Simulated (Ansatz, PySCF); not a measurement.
Molecule: P2H3, charge 0, multiplicity 2. It need not be the lowest isomer of its formula. 
Coordinates optimised at B3LYP-D3(BJ)/def2-TZVP (Ansatz, a quantum-chemistry and plane-wave program):
```
P
H 1 1.4160
H 1 1.4187 2 95.53
P 1 2.1895 2 97.11 3 100.93
H 4 1.4237 1 92.01 2 -157.85
```
Charge 0, spin multiplicity 2.

Total electronic energies in hartree. Correlated levels leave the core frozen unless marked. UHF or UKS for open shells. Spin-orbit coupling is left out. Non-relativistic. Basis-set limits of correlation are two-point, X^-3; Hartree-Fock from the larger set. [CCSD(T)-MP2]/basis is that difference in the basis named.

| level | program | energy (Eh) |
|---|---|---|
| HF/def2-SVPD | Ansatz | -682.98847 |
| HF-D3(BJ)/def2-TZVPD | PySCF + dftd3 | -683.25587 |
| RI-HF/def2-QZVPPD | Ansatz | -683.24052 |
| PBE-D4/def2-TZVPD | Ansatz + dftd4 | -684.17311 |
| revPBE-D3(BJ)/def2-TZVPD | Ansatz + dftd3 | -684.37444 |
| BP86-D3(BJ)/def2-TZVPD | PySCF + dftd3 | -684.57368 |
| r2SCAN/def2-TZVPD | Ansatz | -684.43696 |
| r2SCANh-D4/def2-TZVPD | Ansatz + dftd4 | -684.43390 |
| PW6B95-D3(BJ)/def2-TZVPD | PySCF + dftd3 | -685.07525 |
| CAM-B3LYP-D3(BJ)/def2-TZVPD | Ansatz + dftd3 | -684.50380 |
| CAM-B3LYP-D4/def2-TZVPD | Ansatz + dftd4 | -684.50352 |
| CAM-B3LYP/def2-TZVPD | Ansatz | -684.50069 |
| RPA@PBE/cc-pV(T+d)Z | Ansatz | -683.75841 |
| MP2/aug-cc-pV(T+d)Z | Ansatz | -683.52733 |
| RI-MP2/def2-QZVPP | Ansatz | -683.55077 |
| SCS-MP2/cc-pV(D+d)Z | Ansatz | -683.43764 |
| SCS-MP2/cc-pV(Q+d)Z | Ansatz | -683.55939 |
| CCSD/def2-TZVPPD | Ansatz | -683.55357 |
| RI-MP2/CBS(cc-pV(T+d)Z,cc-pV(Q+d)Z)+[CCSD(T)-MP2]/cc-pV(D+d)Z | Ansatz | -683.6174 |
| RI-MP2/CBS(def2-TZVPP,def2-QZVPP)+[CCSD(T)-MP2]/def2-SVP | Ansatz | -683.6178 |
| RI-MP2/CBS(def2-TZVPP,def2-QZVPP)+[CCSD(T)-MP2]/def2-TZVPP | Ansatz | -683.6255 |
| RI-MP2/CBS(cc-pV(T+d)Z,cc-pV(Q+d)Z)+[CCSD(T)-MP2]/cc-pV(Q+d)Z | Ansatz | -683.6210 |
| CCSD(T)/CBS(cc-pV(T+d)Z,cc-pV(Q+d)Z) | Ansatz | -683.6198 |

Totals of different functionals don't rank their quality; only differences between species are comparable.
